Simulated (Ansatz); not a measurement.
Consider the formal exchange of groups at a C–Si bond: `C[SiH]1NB1O` + `CC1C=CCC1` → `CCC1C=CCC1` + `OB1N[SiH2]1`.

Isolated molecules relaxed with PBE0-D4/def2-TZVP in Ansatz; ΔE leaves out vibrations. CCSD(T)/CBS is the MP2 limit (def2-TZVPP, def2-QZVPP) plus CCSD(T) − MP2 in def2-TZVPP, frozen cores. DFT in def2-TZVPP. One conformer a species, not always the lowest.

```tsv
species	PBE0 energy (Eh)
`C[SiH]1NB1O`	-485.84631
`CC1C=CCC1`	-234.43622
`CCC1C=CCC1`	-273.71537
`OB1N[SiH2]1`	-446.54988
```

**Question.** Work out ΔE.

**Answer.** ΔE = (-273.71537) + (-446.54988) − (-485.84631) − (-234.43622) = 0.01728 Eh = +10.8 kcal/mol. CCSD(T)/CBS gives +10.2 kcal/mol.

Largest T1 diagnostic among the species: 0.013.
